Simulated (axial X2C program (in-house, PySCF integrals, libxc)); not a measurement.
# Nuclear properties of GaOH

Calculated with an in-house all-electron X2C program for linear molecules (integrals from PySCF): two-component X2C with atomic mean-field Coulomb and Gaunt terms, Gaussian nuclei, basis Ga dyall-v3z, O dyall-av3z, H dyall-v3z with contracted cores.

Ga–O–H held linear, with bonds 1.779 and 0.954 Å (near the PBE0 minimum at charge 0 of the determinant lowest at the starting distance; the state shown can have its own minimum elsewhere, held linear; other orders of the atoms were not compared).

Determinant lowest in the PBE0 search, Ω = 0 (closed shell), highest spinor 55% Ga s, 20% Ga p, 11% O p:

```csv
level,qzz Ga (a.u.),qzz O (a.u.),qzz H (a.u.),μ (D)
PBE0,-2.48,1.48,0.51,-0.06
HF,-2.78,1.54,0.51,0.06
B3LYP,-2.44,1.48,0.51,-0.14
```

qzz is the electric field gradient, eQq0 = 234.96 MHz × Q/barn × qzz; μ is positive if the H end (last atom) is positive. The operators were transformed with the bare-nucleus X2C matrices; with these basis sets, hyperfine constants and field gradients can be off by tens of per cent, and where levels differ in sign neither size nor sign is settled.

Q: With Q(69Ga) = 0.171 barn, Q(17O) = -0.02558 barn (Q from Pyykkö, Mol. Phys. 2018), turn the PBE0 values of the first state into constants in MHz.

A: eQq0(69Ga) = 234.96 × (0.171) × (-2.48) = -99.6 MHz; eQq0(17O) = 234.96 × (-0.02558) × (1.48) = -8.9 MHz.

The molecule was held linear; bending was not examined, so a bent shape may lie lower.

Each state is one determinant with collinear spin. The search compared states at one distance, so a state with another bond length can lie lower.
